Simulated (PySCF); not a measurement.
Dipole moment and polarisability of `[H]/N=C\[SiH2]C(F)=C(F)F`

Species: C3H4F3NSi.
Cartesian coordinates in Å at the GFN2-xTB level; atoms count from 1:
```
atom  x, y, z in Å
N1    -2.5959    0.7358   -0.8355
C2    -1.3768    0.7795   -0.5363
Si3   -0.4619   -0.1027    0.8946
C4     1.1189   -0.8601    0.1575
F5     1.2508   -2.2015    0.2146
C6     2.0912   -0.1560   -0.3991
F7     3.2242   -0.5909   -0.9302
F8     2.0198    1.1716   -0.4842
H9    -3.1773    0.1355   -0.2513
H10   -0.7808    1.4301   -1.1777
H11   -1.2363   -1.2245    1.4198
H12   -0.0748    0.8824    1.9019
```

Level: CAM-B3LYP/def2-SVPD (PySCF), static field, nuclei fixed, core orbitals frozen in the response. The polarisability tensor in these axes (au):

```
x   90.30 -0.17 -2.68
y   -0.17 63.96 -5.84
z   -2.68 -5.84 62.35
```

Task: What are the eigenvalues, a third of the trace, and Δα (Δα² = ½Σ(αi − αj)² over the three pairs)?

Result: Principal values 57.13, 68.93 and 90.56 au; mean 72.21 au = 10.70 Å³ = 11.91 × 10⁻⁴⁰ C²·m²/J; Δα = 29.37 au (41 % of the mean).

Task: What is the dipole moment, and where does it point?

Result: (-0.34, -0.03, 1.88) D, 1.91 D in size, pointing from the negative to the positive side. Measured along this direction, the outermost atoms are F7 at the negative end and H12 at the positive end.

Task: What molar refraction does this α imply?

Result: Lorentz–Lorenz: R = (4π/3)N_A α = 2.5225 cm³/(mol·Å³) × 10.70 Å³ = 27.0 cm³/mol, in the limit of long wavelengths.

Task: Give the eigenvalues of the traceless quadrupole moment Θ = ½Σq(3rr − r²1), origin at the centre of nuclear charge.

Result: -12.25, 2.59, 9.67 D·Å. The values depend on the origin, since the dipole doesn't vanish. The electronic extent ⟨r²⟩ about the same centre is 1335 bohr², a root-mean-square distance of 2.31 Å for the 70 electrons.

Task: What depolarisation ratio follows for Rayleigh scattering of linearly polarised light, taking the static tensor?

Result: ρ = 3Δα²/(45ᾱ² + 4Δα²) = 2587.5/(234624 + 3450.0) = 0.0109.

The structure is a single GFN2-xTB conformer in the gas phase; no vibrational or solvent corrections.
